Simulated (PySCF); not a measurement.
From one molecule to another.

First species: C₃H₆O₄Si.
SMILES: `CC(=O)O[SiH2]C(=O)O`

Second species: C3H8FNSi.
SMILES: `N[Si@@H]1CC[C@@H]1F`

Levels: PBE0/def2-SVPD for dipole moment, HOMO energy, LUMO energy, HOMO–LUMO gap, static isotropic polarisability and electronic spatial extent ⟨r²⟩ about the centre of nuclear charge; TDDFT PBE0/def2-SVPD for lowest singlet excitation; TDA PBE0/def2-SVPD for lowest triplet excitation (Tamm–Dancoff); GFN2-xTB for rotational constant A and rotational constant C. Geometries: GFN2-xTB. Each species is one conformer at its optimised geometry, gas phase, non-relativistic unless stated. Electronic properties by PySCF.

Dipoles, sizes and rotational constants follow the conformer. The torsions of the flexible species, by atom-mapped SMILES:
- `[CH3:1][C:2](=[O:3])[O:4][SiH2:5][C:6](=[O:7])[OH:8]`: C1–C2–O4–Si5 -179°, C2–O4–Si5–C6 -179°, O4–Si5–C6–O7 -2°, H–O8–C6–Si5 180°
- `[NH2:1][Si@@H:2]1[CH2:3][CH2:4][C@@H:5]1[F:6]`: H–N1–Si2–C3 40°, H–N1–Si2–C3 178°

**Question.** Which of the two has the higher rotational constant C, and by how much?

**Answer.** The second: 1.841 GHz against 0.725 GHz, a difference of 1.116 GHz.

**Question.** Which of the two has the higher static isotropic polarisability, and by how much?

**Answer.** The first: 75.0 au against 68.3 au, a difference of 6.7 au.

**Question.** Which of the two has the higher ⟨r²⟩, and by how much?

**Answer.** The first: 1484 bohr² against 718 bohr², a difference of 766 bohr².

**Question.** Which has the higher T1 energy?

**Answer.** The second: 5.41 eV against 4.37 eV, a difference of 1.04 eV.

**Question.** Which of the two has the higher rotational constant A, and by how much?

**Answer.** The first: 4.386 GHz against 3.674 GHz, a difference of 0.712 GHz.

**Question.** Which of the two has the higher LUMO energy, and by how much?

**Answer.** The second: 0.16 eV against -0.99 eV, a difference of 1.15 eV.

**Question.** Which has the higher HOMO energy?

**Answer.** The second: -7.06 eV against -8.16 eV, a difference of 1.10 eV.

**Question.** Which of the two has the higher S1 energy, and by how much?

**Answer.** The second: 5.86 eV against 5.07 eV, a difference of 0.79 eV.

On the first: The principal polarisabilities are 56.0, 77.5 and 91.4 au; their mean is the isotropic value. No computed singlet falls in the visible range (750 to 380 nm, 1.65 to 3.26 eV); S1 lies 1.81 eV above its blue end.

On the second: The principal polarisabilities are 62.4, 65.5 and 76.9 au; their mean is the isotropic value. The vertical singlet–triplet gap S1 − T1 is 0.45 eV (TDDFT singlet less Tamm–Dancoff triplet; S1: HOMO→LUMO, weight 0.97; T1: HOMO→LUMO, weight 0.92).
